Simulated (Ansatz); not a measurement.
This Ansatz (a quantum-chemistry and plane-wave program) input (PBE/6-311+G**) gives -459.95862 Eh with 31 basis functions. A basis named .json is the Basis Set Exchange file of that set (core-valence sets with the plain set on hydrogen).

Ansatz 0.2 input:
```yaml
crystal:
  periodic: [false, false, false]
  atoms:
    - {symbol: Cl, position_ang: [0.00000000, 0.00000000, 0.00000000]}
basis:
  gaussian:
    orbitals: 6-311+G__.json
hamiltonian:
  xc: {name: PBE}
magnetization: {spin_polarized: true, initial_magnetization: 1}
scf: {lower_state_search: full}
```

Change:
```diff
- orbitals: 6-311+G__.json
+ orbitals: pcseg-0.json
```

Question: What does the run give now?

Answer: -459.41480 Eh (PBE/pcseg-0, 13 functions), a change of +543.82 mEh.
